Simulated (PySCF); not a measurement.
PySCF 2.14 output of an unrestricted LDA calculation on a single atom or ion in def2-TZVPPD with the def2 core potential (28 electrons), with scalar relativity through the core potential:

```
SCF conv_tol = 1e-09
number electrons alpha = 11  beta = 4
    P. A. M. Dirac.,  Math. Proc. Cambridge Philos. Soc. 26, 376 (1930)
    F. Bloch.,  Z. Phys. 57, 545 (1929)
    S. H. Vosko, L. Wilk, and M. Nusair.,  Can. J. Phys. 58, 1200 (1980)
cycle= 1 E= -80.4377314669393  delta_E= -0.0066  |g|= 0.0585  |ddm|= 0.376
cycle= 2 E= -80.4376670628447  delta_E= 6.44e-05  |g|= 0.059  |ddm|= 0.154
cycle= 3 E= -80.4391007300485  delta_E= -0.00143  |g|= 0.000535  |ddm|= 0.0802
cycle= 4 E= -80.4391008416926  delta_E= -1.12e-07  |g|= 3.55e-05  |ddm|= 0.000837
cycle= 5 E= -80.4391008420334  delta_E= -3.41e-10  |g|= 5.23e-06  |ddm|= 4.56e-05
converged SCF energy = -80.4391008420334  <S^2> = 15.75005  2S+1 = 8.0000125
```

The run itself started from symmetry-adapted Hartree-Fock orbitals and held the occupation by maximum overlap, on a logarithmic radial grid, so the iterations belong to that start.

Task: Which element, charge and spin multiplicity is this?

Result: Tc (technetium, neutral), multiplicity 8; the state was [Kr] 4d5 5s1 5p1, high-spin 8P determinant (an excited configuration).

Energies and moments cover only the electrons outside the core potential.
